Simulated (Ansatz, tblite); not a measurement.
Removing and adding an electron: `Cc1cc(-c2sc(-c3sc(-c4sc(-c5sc(-c6sc(S)cc6C)cc5C)cc4C)cc3C)cc2C)sc1S`. The state is a singlet with charge 0. Geometry: PBE-D4/def2-SVP. Ansatz, gas phase; energy differences of separate SCF runs; the oxidised species was run as a doublet alone; the reduced species was run as a doublet alone.

```xyz
64

C    -7.788    4.090   -6.848
C    -7.774    3.516   -5.462
C    -6.605    3.031   -4.810
C    -6.813    2.538   -3.519
C    -5.827    1.999   -2.613
S    -4.142    2.034   -3.098
C    -3.613    1.265   -1.613
C    -2.231    0.966   -1.339
S    -1.840    0.134    0.156
C    -0.121    0.133   -0.198
C     0.855   -0.437    0.692
S     2.553   -0.286    0.274
C     3.067   -1.160    1.706
C     4.451   -1.423    2.004
S     4.831   -2.369    3.432
C     6.558   -2.258    3.145
C     7.533   -2.866    4.018
S     9.238   -2.682    3.632
C     9.720   -3.667    4.990
S    11.411   -3.914    5.420
C     8.613   -4.078    5.715
C     7.366   -3.632    5.185
C     6.043   -3.980    5.804
C     6.791   -1.517    1.985
C     5.627   -1.042    1.330
C     5.668   -0.226    0.070
C     1.945   -1.532    2.452
C     0.700   -1.137    1.904
C    -0.618   -1.440    2.556
C     0.100    0.758   -1.429
C    -1.066    1.229   -2.083
C    -1.038    1.921   -3.415
C    -4.721    1.011   -0.800
C    -5.968    1.415   -1.341
C    -7.273    1.232   -0.622
S    -8.513    2.672   -3.104
C    -8.901    3.396   -4.646
S   -10.580    3.763   -5.046
H    -7.152    4.998   -6.910
H    -7.392    3.363   -7.587
H    -8.818    4.366   -7.146
H    -5.612    3.037   -5.282
H    11.781   -4.607    4.299
H     8.700   -4.704    6.614
H     5.399   -4.561    5.109
H     5.468   -3.073    6.089
H     6.186   -4.588    6.718
H     7.805   -1.317    1.610
H     5.152   -0.738   -0.770
H     5.168    0.758    0.199
H     6.713   -0.037   -0.241
H     2.027   -2.090    3.396
H    -1.163   -0.514    2.837
H    -0.472   -2.037    3.476
H    -1.290   -2.012    1.882
H     1.106    0.869   -1.858
H    -1.485    2.937   -3.362
H    -1.612    1.361   -4.183
H     0.002    2.027   -3.781
H    -4.629    0.535    0.187
H    -7.759    2.205   -0.395
H    -7.999    0.648   -1.225
H    -7.121    0.699    0.337
H   -10.642    5.017   -4.498
```

The xTB rows come from tblite. Single mean-field runs in def2-TZVP are fitted with def2-universal-jkfit.

```csv
level,−HOMO (eV),vertical IE (eV),−LUMO (eV),vertical EA (eV),HOMO–LUMO gap (eV),IE − EA (eV)
GFN1-xTB,9.99,11.33,8.57,7.21,1.42,4.12
GFN2-xTB,9.50,10.80,8.12,6.85,1.37,3.95
PBE-D4/def2-TZVP,4.32,5.64,2.86,1.66,1.46,3.97
PBE0-D4/def2-TZVP,4.99,5.87,2.34,1.55,2.65,4.32
```

Run but left out: HF/def2-TZVP (singlet: restricted singlet, unstable in another Hartree–Fock run and untested here).   Raw xTB energy differences between charge states are shifted by several eV; the methods need an empirical correction for them. Sets without diffuse functions give affinities that are too small.
